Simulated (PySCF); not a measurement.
Zinc: a sound run and one with changed settings

Sound run: Zn [Ar] 3d10 4s2, Zn⁺ [Ar] 3d10 4s1. Calculation: PySCF 2.14, in aug-cc-pVDZ-DK; scalar relativity by spin-free X2C-1e. In the sound run the correlated levels freeze [Ar]. The sound run starts from symmetry-adapted Hartree-Fock orbitals and uses a fine grid where one is needed.

Changed run: no relativity, point nucleus. This setting is unsound on purpose.

```json
{"species": "Zn", "method": "UHF", "sound run (hartree)": "-1794.26649", "changed run (hartree)": "-1768.65669", "converged": "yes"}
{"species": "Zn", "method": "LDA", "sound run (hartree)": "-1792.92238", "changed run (hartree)": "-1767.32151", "converged": "yes"}
{"species": "Zn", "method": "B3LYP", "sound run (hartree)": "-1795.97786", "changed run (hartree)": "-1770.37032", "converged": "yes"}
{"species": "Zn", "method": "MP2", "sound run (hartree)": "-1794.73440", "changed run (hartree)": "-1769.11695", "converged": "yes"}
{"species": "Zn⁺", "method": "UHF", "sound run (hartree)": "-1793.98041", "changed run (hartree)": "-1768.37866", "converged": "yes"}
{"species": "Zn⁺", "method": "LDA", "sound run (hartree)": "-1792.55664", "changed run (hartree)": "-1766.96792", "converged": "yes"}
{"species": "Zn⁺", "method": "B3LYP", "sound run (hartree)": "-1795.62362", "changed run (hartree)": "-1770.02706", "converged": "yes"}
{"species": "Zn⁺", "method": "MP2", "sound run (hartree)": "-1794.39840", "changed run (hartree)": "-1768.79125", "converged": "yes"}
```

Ionisation energy of Zn:

```tsv
method	sound run (eV)	changed run (eV)
UHF	7.785	7.565
LDA	9.952	9.622
B3LYP	9.639	9.340
MP2	9.143	8.863
SCS-MP2	9.159	8.888
```

Most of the change in total energy is the relativistic energy itself. On top of that the contraction fixes the core shape for the Hamiltonian it was made with, so the changed run is not a good calculation with the other Hamiltonian either.

For comparison, NIST gives 9.394 eV between the lowest levels.
